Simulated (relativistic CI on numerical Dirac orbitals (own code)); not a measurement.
## The 4d ions of charge 3+

Calculated at this level of theory: Dirac-Coulomb-Breit CI, KLI orbitals optimised for each configuration, QED by a radiative potential, valence Slater integrals scaled by 0.75 (own radial code, finite nucleus).

Each species is treated in one configuration, given outside its closed core, with all valence electrons in the open shell. Radial values are for the open shell of highest l, unscaled and averaged over j; ζ includes the Breit term. Labels give the leading LS character, summed over repeated terms.

| Ion | Configuration | Its lowest level | LS weight (%) | Next level | E (cm⁻¹) | F² (cm⁻¹) | F⁴ (cm⁻¹) | ζ (cm⁻¹) |
| --- | --- | --- | --- | --- | --- | --- | --- | --- |
| Zr3+ | 4d | 2D_3/2 | 100 | 2D_5/2 | 1112.7 |  |  | 443.3 |
| Nb3+ | 4d2 | 3F_2 | 99 | 3F_3 | 981 | 58900 | 38660 | 585 |
| Mo3+ | 4d3 | 4F_3/2 | 99 | 4F_5/2 | 717.57 | 62610 | 41110 | 747.2 |
| Tc3+ | 4d4 | 5D_0 | 97 | 5D_1 | 337.25 | 66260 | 43510 | 931.5 |
| Ru3+ | 4d5 | 6S_5/2 | 99 | 4G_5/2 | 20103 | 69850 | 45880 | 1139 |
| Rh3+ | 4d6 | ? | ? | ? | ? | ? | ? | ? |
| Pd3+ | 4d7 | 4F_9/2 | 97 | 4F_7/2 | 2758.1 | 76870 | 50510 | 1633 |
| Ag3+ | 4d8 | 3F_4 | 99 | 3F_3 | 4000.7 | 80310 | 52780 | 1923 |
| Cd3+ | 4d9 | 2D_5/2 | 100 | 2D_3/2 | 5575 |  |  | 2244 |

Task: Fill in the row of Rh3+.

Result: Its lowest level 5D_4; LS weight (%) 98; Next level 5D_3; E (cm⁻¹) 1537.5; F² (cm⁻¹) 73380; F⁴ (cm⁻¹) 48210; ζ (cm⁻¹) 1373.

With one configuration, terms of near-neutral atoms and ions can be 10 to 25 % off, and close levels can change places.

At low charge ζ of a weakly bound d or f electron comes out too small.
